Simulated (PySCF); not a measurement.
Species: N-formylmorpholine, C₅H₉NO₂.
Bonds: O1–C2 (double), C2–N3, N3–C4, C4–C5, C5–O6, O6–C7, C7–C8, N3–C8. Hydrogens: H9 on C2; H10, H11 on C4; H12, H13 on C5; H14, H15 on C7; H16, H17 on C8.

Computed with PySCF at wB97X-D/def2-SVPD, non-relativistic, on one gas-phase PBE0-D3(BJ)/def2-SVP geometry that isn't relaxed in the solvent. The solvent is an IEF-PCM continuum (van der Waals radii × 1.2), and excitations are vertical TDDFT with non-equilibrium linear response and a frozen core. Only the electrostatic response of the medium enters.

Gas-phase singlets (H = HOMO, L = LUMO):

```json
{"state": "S1", "E (eV)": "5.795", "λ (nm)": "214", "f": "0.001", "leading configurations": "H-1→L 59%, H-1→L+1 28%"}
{"state": "S2", "E (eV)": "6.797", "λ (nm)": "182", "f": "0.227", "leading configurations": "H→L 84%"}
{"state": "S3", "E (eV)": "7.223", "λ (nm)": "172", "f": "0.022", "leading configurations": "H→L+1 80%"}
{"state": "S4", "E (eV)": "7.659", "λ (nm)": "162", "f": "0.056", "leading configurations": "H→L+2 58%, H→L+3 17%"}
{"state": "S5", "E (eV)": "7.828", "λ (nm)": "158", "f": "0.009", "leading configurations": "H-1→L+1 29%, H-1→L+3 14%, H-1→L 13%"}
```

Q: How does the list change in chloroform (ε = 4.711)?

A: 
| state | E (eV) | λ (nm) | f | leading configurations | change by rank (eV) |
| --- | --- | --- | --- | --- | --- |
| S1 | 5.967 | 208 | 0.001 | H-1→L 80%, H-1→L+1 12% | +0.172 |
| S2 | 6.689 | 185 | 0.328 | H→L 91% | -0.108 |
| S3 | 7.356 | 169 | 0.021 | H→L+1 86% | +0.133 |
| S4 | 7.735 | 160 | 0.059 | H→L+2 64% | +0.076 |
| S5 | 7.959 | 156 | 0.023 | H-1→L+1 30%, H→L+4 19%, H-2→L 14% | +0.131 |

Q: Give the list for dimethylsulfoxide (ε = 46.83), n² = 2.19.

A: 
```
state  E (eV)  λ (nm)      f             leading configurations  change by rank (eV)
   S1   6.042     205  0.001             H-1→L 83%, H-1→L+1 10%               +0.247
   S2   6.674     186  0.341                            H→L 92%               -0.123
   S3   7.388     168  0.024                          H→L+1 87%               +0.165
   S4   7.746     160  0.046    H→L+2 63%, H-2→L 9%, H-2→L+1 8%               +0.087
   S5   7.964     156  0.038  H→L+4 27%, H-1→L+1 21%, H-2→L 16%               +0.136
```

Q: The ground-state energy changes by -0.400 eV from gas to dimethylsulfoxide. By how much does the total energy of gas-phase S2 change?

A: E(S2) = E(S0) + excitation energy, so it changes by -0.400 − 0.123 = -0.523 eV: it is lowered more than the ground state, which is what a red shift means. This is the vertical state, with the slow part of the continuum still set for S0.

Q: How do the frontier levels move from gas to dimethylsulfoxide?

A: 
```csv
orbital,gas (eV),solvent (eV),change (eV)
LUMO+2,2.71,2.97,+0.26
LUMO+1,2.28,2.57,+0.29
LUMO,2.02,2.12,+0.10
HOMO,-8.92,-8.80,+0.12
HOMO-1,-9.60,-9.83,-0.23
HOMO-2,-10.25,-10.10,+0.15
HOMO-3,-11.28,-11.07,+0.21
```

The HOMO–LUMO gap goes from 10.94 to 10.93 eV. Rows go by rank; for LUMO, LUMO+1 and LUMO+2 the atom shares or the degeneracy differ between the runs, so the row needn't follow one orbital.

wB97X-D is run here without its empirical dispersion term; that term would change no orbital, density or response property at a fixed geometry.
